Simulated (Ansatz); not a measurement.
Basis-set extrapolation for C$_{5}$H$_{10}$Cl$_{2}$Si$_{2}$ (`C=C[Si@@H](Cl)C[Si@@H](Cl)C=C`) (PBE0-D4/def2-TZVP geometry, frozen core, Ansatz). Multiplicity 1, RHF reference.

```json
{"": "HF", "def2-TZVPP": "-1692.249222", "def2-QZVPP": "-1692.301140"}
{"": "MP2 correlation", "def2-TZVPP": "-1.432523", "def2-QZVPP": "-1.542746"}
{"": "CCSD(T) correlation", "def2-TZVPP": "-1.597618", "def2-QZVPP": "not run"}
```

Energies in hartree. Use E(X) = E(∞) + A·exp(−7.88·√X) for Hartree–Fock and E(X) = E(∞) + B·X^(−2.97) for correlation, with X = 3 and 4, and add CCSD(T) minus MP2 of the smaller set to the MP2 limit.

Question: What is the CCSD(T) energy at the basis-set limit?

Answer: HF limit: -1692.301140 + (-0.051918) × 0.13774 = -1692.30829. MP2 limit: -1.542746 + (-0.110223) × 0.74074 = -1.62439. Higher-order term: -1.597618 − (-1.432523) = -0.16509. Total: -1694.09777 hartree, 658.8 kJ/mol below CCSD(T)/def2-TZVPP.
